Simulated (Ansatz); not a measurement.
```yaml
crystal:
  periodic: [false, false, false]
  atoms:
    - {symbol: C, position_ang: [0.173451, 1.041166, -0.595738]}
    - {symbol: Ga, position_ang: [0.222729, -0.218560, 0.833262]}
    - {symbol: F, position_ang: [1.226664, 0.200906, 2.331255]}
    - {symbol: Te, position_ang: [-0.487874, -2.660163, 0.978412]}
    - {symbol: H, position_ang: [-0.448364, 1.951520, -0.145785]}
    - {symbol: H, position_ang: [-0.323372, 0.748466, -1.539633]}
    - {symbol: H, position_ang: [1.050192, 1.511970, -0.983319]}
    - {symbol: H, position_ang: [-1.259327, -2.520944, -0.510153]}
basis:
  gaussian: {orbitals: def2-SVP, point_charges: [{charge: 2.00, position_ang: [3.911, -0.454, 0.805]}]}
total_charge: 3
magnetization: {spin_polarized: true, initial_magnetization: 1}
hamiltonian: {xc: {name: r2SCAN0}, dispersion: d3bjatm}
accuracy: high
output: {forces: true}
```

```sh
$ ansatz run in.yaml --threads 4 --pin off --events-out ev --progress --plain --max-ram 10444MiB
```

It prints (some lines left out):

```
Functional definition: r2SCAN0
2393 factors; integrals over basis functions are off by at most 4.9e-9 eV
mean field evaluation 1: about -63363.0323 eV, gradient 9.9e1 eV
mean field evaluation 2: about -62661.9293 eV, gradient 2.4e2 eV
mean field evaluation 4: about -63323.9983 eV, gradient 1.1e2 eV
mean field evaluation 8: about -63416.4973 eV, gradient 2.5e0 eV
mean field evaluation 16: about -63416.6856 eV, gradient 2.8e-1 eV
mean field evaluation 32: about -63416.7183 eV, gradient 5.2e-3 eV
mean field evaluation 64: about -63416.7183 eV, gradient 1.5e-7 eV
mean field -63416.71833236 eV, -2330.5214133185 hartree, gradient 7.4e-8 eV, S^2 1.080290; 7 other end points of the search recorded, 0 dependent functions left out
reference -63416.71833503 eV, -2330.5214134168 hartree; 36, 35 occupied and 70, 71 virtual orbitals, 2393 factors
Total energy: -63416.77299925 eV, -2330.5234222899 hartree
Atom 0 at     0.173451     1.041166    -0.595738 Å, force    -1.514912     2.200993    -3.160410 eV/Å
Atom 1 at     0.222729    -0.218560     0.833262 Å, force     0.104409     2.904491     4.232130 eV/Å
Atom 2 at     1.226664     0.200906     2.331255 Å, force    -0.908116    -1.184795    -3.164793 eV/Å
Atom 3 at    -0.487874    -2.660163     0.978412 Å, force    -1.717544    -3.280111     0.582545 eV/Å
Atom 4 at    -0.448364     1.951520    -0.145785 Å, force     0.138216    -0.408580     1.494032 eV/Å
Atom 5 at    -0.323372     0.748466    -1.539633 Å, force    -0.191912    -1.207313    -0.106728 eV/Å
Atom 6 at     1.050192     1.511970    -0.983319 Å, force     1.525916     0.754363    -0.161884 eV/Å
Atom 7 at    -1.259327    -2.520944    -0.510153 Å, force    -0.534968    -0.339585    -0.424845 eV/Å
Dipole moment:    -1.399417     0.151883    -1.633868 e Å
```

In this input the charge is far from anything that the molecule holds. The run converged. The result belongs to that input, not to the molecule as meant.
